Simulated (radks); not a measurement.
Effect of the nuclear size on the cadmium ion Cd3+, [Kr] 4d9. Method: Dirac Kohn-Sham, PBE, spin-unpolarised, spherical densities, finite nucleus; open shells fill j = l - 1/2 first; Fermi nuclear charge, rms radius 4.6087 fm; computed with a radial shooting solver on a logarithmic mesh with Libxc functionals. The rms radius is varied about that value; shifts are against it.

| rms radius (fm) | total energy shift (eV) | density at nucleus (e/bohr^3) | 1s1/2 shift (meV) | 2s1/2 shift (meV) | 4s1/2 shift (meV) | 4p1/2 shift (meV) | 5s1/2 (empty) shift (meV) |
|---|---|---|---|---|---|---|---|
| 4.134 | -0.633 | 1.62e+05 | -266 | -30.0 | -1.11 | 0.042 | -0.158 |
| 4.3552 | -0.346 | 1.608e+05 | -145 | -16.4 | -0.604 | 0.023 | -0.086 |
| 4.6087 | 0 | 1.595e+05 | 0.000 | 0.000 | 0.000 | 0.000 | 0.000 |
| 4.7838 | 0.249 | 1.586e+05 | 105 | 11.8 | 0.434 | -0.016 | 0.062 |
| 5.489 | 1.33 | 1.556e+05 | 559 | 63.1 | 2.32 | -0.088 | 0.331 |

Slopes of the eigenvalues against <r^2> in GHz/fm^2, as finite differences over the two radii next to the reference (eigenvalue slopes, not the field-shift constants of lines): 1s1/2 15400, 2s1/2 1740, 4s1/2 64.1, 4p1/2 -2.42, 5s1/2 (empty) 9.13.
